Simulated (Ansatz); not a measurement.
Frontier orbitals of C$_{4}$H$_{11}$In, SMILES `C[C](C)(C)[InH2]`.

Cartesian coordinates in Å:
```
C -0.776 0.879 -1.032
C 0.015 0.058 -0.024
C -0.080 0.704 1.353
C 1.476 -0.016 -0.447
In -0.793 -1.976 0.137
H -1.832 0.959 -0.762
H -0.374 1.901 -1.089
H -0.726 0.456 -2.040
H 0.480 0.149 2.112
H -1.114 0.799 1.700
H 0.339 1.721 1.323
H 2.081 -0.599 0.253
H 1.910 0.995 -0.488
H 1.600 -0.454 -1.443
H -2.307 -2.411 -0.588
H 0.098 -3.164 1.036
```

The species carries charge 0 and has multiplicity 1. Correlated methods include outer-core shells of In, which these sets cover unevenly. In: def2 effective core potential. Geometry: relaxed with PBE0-D4/def2-TZVP. Basis def2-TZVPP, Ansatz.

```json
{"functional": "PBE", "HOMO (eV)": "-5.54", "LUMO (eV)": "-2.32", "gap (eV)": "3.22"}
{"functional": "PBE0", "HOMO (eV)": "-6.58", "LUMO (eV)": "-1.58", "gap (eV)": "5.00"}
{"functional": "HSE06 (plane-wave form)", "HOMO (eV)": "-6.19", "LUMO (eV)": "-1.94", "gap (eV)": "4.25"}
{"functional": "LC-ωPBE", "HOMO (eV)": "-9.08", "LUMO (eV)": "0.33", "gap (eV)": "9.41"}
{"functional": "ωB97M-V", "HOMO (eV)": "-8.67", "LUMO (eV)": "-0.16", "gap (eV)": "8.51"}
```

From PBE to PBE0 the HOMO moves by −1.03 eV and the LUMO by +0.74 eV, and with ωB97M-V by −3.13 and +2.17 eV, so the gap grows from 3.22 to 8.52 eV with exact exchange.

LC-ωPBE has ω = 0.4 bohr⁻¹.
